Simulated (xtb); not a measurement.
OY, doublet, from a rough starting geometry (GFN-xTB shapes and energies of metal compounds can be far from the true ones); GFN2-xTB run with xtb.

The xtb input:
```
$ xtb mol.xyz --gfn 2 --uhf 1 --opt vtight --json

# file mol.xyz
2

Y      0.04113402    -0.04977782    -0.93340435
O     -0.03201118     0.07209435     0.94200878
```

### Question
Predict the main parts of the log of this xtb run.

### Answer

```
   ID    Z sym.   atoms
    1   39 Y      1
    2    8 O      2

           -------------------------------------------------
          |                Calculation Setup                |
           -------------------------------------------------

           -------------------------------------------------
          |                 G F N 2 - x T B                 |
           -------------------------------------------------

          ...................................................
          :                      SETUP                      :
          :.................................................:
          :  # basis functions                  14          :
          :  # atomic orbitals                  13          :
          :  # shells                            5          :
          :  # electrons                         9          :
          :  max. iterations                   250          :
          :  Hamiltonian                  GFN2-xTB          :
          :  restarted?                      false          :
          :  GBSA solvation                  false          :
          :  PC potential                    false          :
          :  electronic temp.          300.0000000     K    :
          :  accuracy                    1.0000000          :
          :  -> integral cutoff          0.2500000E+02      :
          :  -> integral neglect         0.1000000E-07      :
          :  -> SCF convergence          0.1000000E-05 Eh   :
          :  -> wf. convergence          0.1000000E-03 e    :
          :  Broyden damping             0.4000000          :
          :  net charge                          0          :
          :  unpaired electrons                  1          :
          ...................................................

 iter      E             dE          RMSdq      gap      omega  full diag
   1      2.8359993  0.283600E+01  0.518E+01    0.00       0.0  T
   2     -3.9522930 -0.678829E+01  0.277E+01    0.00       1.0  T
   3     -4.4432617 -0.490969E+00  0.224E+01    1.31       1.0  T
   4     -4.6151028 -0.171841E+00  0.198E+01    2.09       1.0  T
   5     -4.6076117  0.749114E-02  0.199E+01    2.07       1.0  T
   6     -5.0158414 -0.408230E+00  0.116E+01    2.14       1.0  T
   7     -5.1478681 -0.132027E+00  0.707E+00    1.76       1.0  T
   8      0.5094936  0.565736E+01  0.538E+01    0.00       1.0  T
   9     -0.7078074 -0.121730E+01  0.430E+01    0.01       1.0  T
[...]
         :: total energy              -5.215918070694 Eh    ::
 * total energy  :    -5.2159181 Eh     change       -0.1808331E-11 Eh
 * total energy  :    -5.2159208 Eh     change       -0.2682100E-05 Eh
 * total energy  :    -5.2159217 Eh     change       -0.9704725E-06 Eh
 * total energy  :    -5.2159217 Eh     change       -0.1732534E-09 Eh
   *** GEOMETRY OPTIMIZATION CONVERGED AFTER 4 ITERATIONS ***
         :: total energy              -5.215921723522 Eh    ::
[...]
         6                         -0.3083861              -8.3916 (LUMO)
         7                         -0.3083861              -8.3916
         8                         -0.3021721              -8.2225
         9                         -0.3021721              -8.2225
        10                         -0.2662459              -7.2449
        11                         -0.0104501              -0.2844
        12                         -0.0104501              -0.2844
        13                          0.2659091               7.2358
      -------------------------------------------------------------
                  HL-Gap            0.0412760 Eh            1.1232 eV
             Fermi-level           -0.3511165 Eh           -9.5544 eV

     #   Z          covCN         q      C6AA      α(0)
     1  39 Y        0.689     0.501  2102.982   145.971
     2   8 O        0.689    -0.501    23.886     6.548

 Mol. C6AA /au·bohr⁶  :       2465.688989
 Mol. C8AA /au·bohr⁸  :     422460.338667
 Mol. α(0) /au        :        152.519304

Wiberg/Mayer (AO) data.
largest (>0.10) Wiberg bond orders for each atom

 ---------------------------------------------------------------------------
     #   Z sym  total        # sym  WBO       # sym  WBO       # sym  WBO
 ---------------------------------------------------------------------------
     1  39 Y    1.599 --     2 O    1.599
     2   8 O    1.599 --     1 Y    1.599
 ---------------------------------------------------------------------------

Topologies differ in total number of bonds
Writing topology from bond orders to xtbtopo.mol

molecular dipole:
                 x           y           z       tot (Debye)
 q only:        0.069      -0.116      -1.780
   full:        0.086      -0.142      -2.192       5.588
molecular quadrupole (traceless):
                xx          xy          yy          xz          yz          zz
 q only:        0.018       0.001       0.009      -0.022      -0.058      -0.027
  q+dip:       -0.225      -0.001      -0.235      -0.056      -0.023       0.460
   full:        0.748       0.006       0.731       0.057      -0.212      -1.478

optimized geometry written to: xtbopt.xyz

           -------------------------------------------------
          | TOTAL ENERGY               -5.215921723522 Eh   |
          | GRADIENT NORM               0.000000229906 Eh/α |
          | HOMO-LUMO GAP               1.123177755757 eV   |
           -------------------------------------------------
```
